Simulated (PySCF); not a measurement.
C4H3ClF2, SMILES CC(Cl)=C=C(F)F.

Geometry optimised at B3LYP-D3(BJ)/def2-SVP. This is a generated structure with no PubChem entry under its InChIKey; it may be hypothetical.

These are PBE0/def2-TZVP (PySCF) values and carry that method's errors.

Symmetry labels are those of the subgroup Cs that the program uses (full group Cs).

Computed valence orbital energies around the gap with their symmetry:
| orbital | symmetry | energy (eV) |
|---|---|---|
| HOMO−7 | A' | -12.80 |
| HOMO−6 | A" | -12.71 |
| HOMO−5 | A" | -12.45 |
| HOMO−4 | A' | -11.48 |
| HOMO−3 | A" | -10.18 |
| HOMO−2 | A' | -9.20 |
| HOMO−1 | A" | -7.99 |
| HOMO | A' | -7.77 |
| LUMO | A" | -1.03 |
| LUMO+1 | A' | -0.54 |
| LUMO+2 | A' | 1.29 |
| LUMO+3 | A' | 1.83 |
